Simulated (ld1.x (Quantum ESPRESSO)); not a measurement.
Values are calculated unless marked as measured or tabulated.
Hardness and transferability of assorted potentials

Generated with ld1.x 7.5 (TM, RRKJ, ultrasoft, PAW), atompaw 4.2 or ONCVPSP 4.0.1. The cutoff is in Ry: for ld1.x and atompaw files where the sum of valence levels is converged to 10 mRy in a Bessel basis, for ONCV files where the hardest occupied wave has 1 mHa per electron of residual kinetic energy. The error is the largest all-electron minus pseudo excitation energy over each file’s own four to seven test configurations (ionisations up to +4, promotions, holes and added fractions of an electron), all of which were solved. The labels leave out finer settings (local radius, basis sizes, second energies), which also bear on the numbers. Spin-polarised tests are not counted. The rows are a selection from randomly drawn settings: files with unsolved tests, undetermined cutoffs or missed reference levels are left out.

A true bound ghost makes a file unfit for plane-wave use even where its test errors are small: the radial tests pick states by their node count and pass the ghost by.

```csv
element,potential,cutoff (Ry),largest error (meV),bound ghosts
Cl,"TM, LDA (PZ), fully relativistic, rc 0.96/1.50/1.30 (spd), local smoothed, core correction no, reference 3s2 3p4.5",120,+522,none
V,"TM semilocal, PBEsol, scalar-relativistic, rc 2.30/1.55/1.05 (spd), local p, core correction yes, reference 3p6 3d3 4s2 4p0",160,-129,none
Ge,"TM, PBE, scalar-relativistic, rc 1.40/2.40/2.40 (spd), local s, core correction no, reference 4s2 4p1.75",35,+83,none
Xe,"TM, PBEsol, scalar-relativistic, rc 1.88/2.06/1.72 (spd), local s, core correction no, reference 5s2 5p6",35,-21,d
Pb,"TM semilocal, PBE, scalar-relativistic, rc 1.70/2.70 (sp), local s, core correction yes, reference 6s2 6p2",30,-608,none
Pb,"TM, PBE, scalar-relativistic, rc 1.45/2.00/2.20 (spd), local smoothed, core correction yes, reference 6s2 6p1",90,-422,"s, p, d"
```

Fill in the row for Nb: TM, LDA (PZ), scalar-relativistic, rc 2.85/2.75/2.45 (spd), local s, core correction no, reference 4d4 5s0.5 5p0.

cutoff 30 Ry, largest error -92 meV, bound ghosts: none.

Fill in the row for Tc: TM, PBE, scalar-relativistic, rc 2.20/1.70/2.10/2.40 (spdf), local p, core correction no, reference 4p6 4d5 5s1 5p0.

cutoff 45 Ry, largest error +140 meV, bound ghosts: s.
